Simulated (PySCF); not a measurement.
A geometry optimisation on `CC(=C=CF)C=O`.

Method: PBE0-D3(BJ)/def2-SVP geometry optimisation, gas phase (PySCF 2.14.0). Start geometry: GFN2-xTB. A driver script takes a list of jobs; this job's settings line and coordinates (Å) are shown.

Input:
```
{"job": {"xc": "PBE0", "basis": "def2-SVP", "d3": "d3bj", "grid": 2, "kind": "geom"}, "charge": 0, "multiplicity": 1}
C     -1.020223    -0.699654     1.069166
C     -0.315095     0.058662    -0.012899
C      0.971676    -0.016905    -0.239767
C      2.239892    -0.092206    -0.496338
F      3.153529     0.721188     0.068833
C     -1.155233     0.932067    -0.863263
O     -2.343919     1.052445    -0.738499
H     -1.446862     0.005766     1.780383
H     -0.343103    -1.371686     1.587407
H     -1.843035    -1.263933     0.634238
H      2.693922    -0.803907    -1.173686
H     -0.590350     1.477479    -1.641601
```

Output:
```
step   0  E = -367.85067308  max force = 0.020533
step   1  E = -367.85194226  max force = 0.004271
step   2  E = -367.85194871  max force = 0.002485
step   3  E = -367.85202009  max force = 0.001020
step   4  E = -367.85202343  max force = 0.001150
step   5  E = -367.85203000  max force = 0.000536
step   6  E = -367.85203219  max force = 0.000444
optimisation converged
```

Energies in Eh; «max force» is the largest Cartesian gradient component in Eh/bohr.

Task: Give the first gradient maximum in eV/Å.

Result: With 1 Eh/bohr = 51.422 eV/Å, 1.056 eV/Å.

Task: How much energy does the optimisation release, in eV?

Result: E(step 0) − E(last step) = 0.001359 Eh, which is 0.037 eV.

Summary of the converged run: final energy -367.85203 Eh after 6 steps; dipole 2.09 D.

Task: Give the final coordinates.

Result: 0.038 Å rms from the input after alignment:
```
atom  x, y, z in Å
C1    -1.1835   -1.0933    0.6077
C2    -0.4826   -0.3656   -0.4974
C3     0.8145   -0.4028   -0.7354
C4     2.0856   -0.4455   -1.0440
F5     2.9942    0.3904   -0.5440
C6    -1.3255    0.4736   -1.3981
O7    -2.5185    0.5713   -1.2732
H8    -1.6334   -0.3683    1.3035
H9    -0.4990   -1.7475    1.1607
H10   -2.0140   -1.6857    0.1955
H11    2.5105   -1.1859   -1.7301
H12   -0.7646    1.0067   -2.2044
```

Task: Estimate the wall time. Hardware: one thread of an Arm Neoverse V1, no GPU, shared host. And the peak memory of the process?

Result: About 43 s, with 0.66 GiB resident at the peak, the Python interpreter and its libraries included.
Labels such as C1 count atoms from 1, the log's own numbers from 0.
